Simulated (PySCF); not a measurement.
Compound: [Cu(PH3)4]+ (charge +1 and singlet state).
Bonds: Cu1–P2, Cu1–P6, Cu1–P10, Cu1–P14. Hydrogens: H3, H4, H5 on P2; H7, H8, H9 on P6; H11, H12, H13 on P10; H15, H16, H17 on P14.

A GFN2-xTB structure was refined with PySCF 2.14.0, PBE0-D3(BJ)/def2-SVP geometry optimisation, gas phase. Its GFN2-xTB values:

```json
{"coordinate": "Cu1–P2", "GFN2-xTB": "2.379 Å"}
{"coordinate": "Cu1–P10", "GFN2-xTB": "2.476 Å"}
{"coordinate": "P2–H3", "GFN2-xTB": "1.349 Å"}
{"coordinate": "P2–Cu1–P6", "GFN2-xTB": "112.5°"}
```

How do these coordinates change at the PBE0-D3(BJ)/def2-SVP level?

| coordinate | PBE0-D3(BJ)/def2-SVP (Å or °) | change |
| --- | --- | --- |
| Cu1–P10 | 2.312 | -0.164 |
| P2–H3 | 1.419 | +0.070 |
| Cu1–P2 | 2.310 | -0.069 |
| P2–Cu1–P6 | 109.5 | -3.0 |

The energy falls by 93.7 kJ/mol over 7 energy and gradient evaluations, the largest force component goes from 0.0748 to 3.3e-04 Eh/bohr, and the atoms move by 0.127 Å rms after alignment. The bond that changes most is Cu1–P10 (ends: copper bonded to 4 P; phosphorus bonded to Cu and 3 H), which shortens by 0.164 Å. Bonds longer at the end by more than 0.005 Å: 8 of 16; shorter: 6.

The run used 163 basis functions and 46 SCF cycles in all. On one thread, Intel Xeon at 2.50 GHz (x86_64), no GPU, on a shared host, this took 5.0 min wall, 4.0 min CPU and 0.72 GiB of memory at its peak.

Stationary, but not proved a minimum.
